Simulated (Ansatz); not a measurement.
Reaction (ligand exchange at the Si–C bond): `FCC([SiH3])Cl` + `N=CS` → `[SiH3]/N=C\S` + `FCCCl`

Computed with Ansatz on PBE0-D4/def2-TZVP structures; ΔE is electronic, products minus reactants. CCSD(T)/CBS adds triple-zeta CCSD(T) − MP2 to the extrapolated MP2 energy (def2 sets, frozen cores). This one scheme is used for every species. Functionals use def2-TZVPP. Each species was taken in one conformer, which may not be the lowest.

```csv
species,PBE energy (Eh)
`FCC([SiH3])Cl`,-928.89576
`N=CS`,-492.59927
`[SiH3]/N=C\S`,-783.15976
`FCCCl`,-638.35465
```

**Question.** Work out ΔE.

**Answer.** ΔE = (-783.15976) + (-638.35465) − (-928.89576) − (-492.59927) = -0.01938 Eh = -0.53 eV. CCSD(T)/CBS gives -0.52 eV.

Largest T1 diagnostic among the species: 0.015.

In def2-TZVPP, CCSD(T) changes the Hartree–Fock value by +0.14 eV (the triples alone add +0.00 eV) and MP2 by +0.10 eV.
